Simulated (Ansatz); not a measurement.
Spectroscopic constants of TiC, closed-shell singlet (lowest of 2S+1 = 1, 3, 5, 7 at CCSD(T)/def2-TZVPP on PBE0 minima; our sources give no spin for the ground state, which may be another). No spin–orbit coupling. Ti is treated without relativity. The T1 diagnostic near the minimum is 0.062, so single-reference values are doubtful.

Constants: fifth-degree fit in 1/R to seven points, most abundant isotopes. Runs in def2 and cc sets follow the lowest solution found near the PBE0 minimum. The singlet is held restricted.

Programs: Ansatz (Gaussian orbitals). Each number belongs to the level named beside it.

Energies at PBE0/def2-TZVPP:

```
R (Å)       E (hartree)
--------  -------------
1.469334  -887.08052511
1.508832  -887.08689736
1.545171  -887.08997440
1.586249  -887.09082879
1.627327  -887.08946998
1.674725  -887.08582070
1.730022  -887.07953229
```

Problem. With a reduced mass of 9.5979 u, find the minimum, the force constant and the constants.

Solution. A fifth-degree polynomial in 1/R puts the minimum at r_e = 1.5799 Å with force constant 592 N/m. Then ω_e = (1/2πc)√(k/μ) = 1023 cm⁻¹ and B_e = h/(8π²cμr_e²) = 0.7036 cm⁻¹; the cubic and quartic terms give α_e = 0.0064 and ω_e x_e = 8.6 cm⁻¹.

Ansatz is a program for electronic structure.
